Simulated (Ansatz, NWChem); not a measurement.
**How basis sets differ on BH2Br (SMILES BBr)**

BH2Br: 4 atoms, total charge 0, spin state singlet. SMILES: `BBr`. The shape is that of a PBE0-D4/def2-TZVP optimisation.

Each level gives the electronic atomisation energy (eV). The values are calculated. Electronic energies at fixed atoms, without zero-point motion or spin-orbit coupling.

| level | kind | program | value (eV) | CPU time (all runs) |
| --- | --- | --- | --- | --- |
| PBE/def2-SVP | GGA | NWChem | 12.46 | 8.5 s |
| PBE/def2-SVPD | GGA | NWChem | 12.46 | 13 s |
| PBE/STO-3G | GGA | Ansatz | 16.66 | 2 s |
| PBE/def2-TZVP | GGA | NWChem | 12.39 | 26 s |
| PBE/def2-TZVPD | GGA | NWChem | 12.39 | 36 s |

All-electron rows without a relativistic Hamiltonian named are non-relativistic. The values span 12.39 to 16.66 eV. Without the sets that lack polarisation functions the rows with a basis span only 12.39 to 12.46 eV. CPU times are rough (shared hosts, several kinds of processor and program).
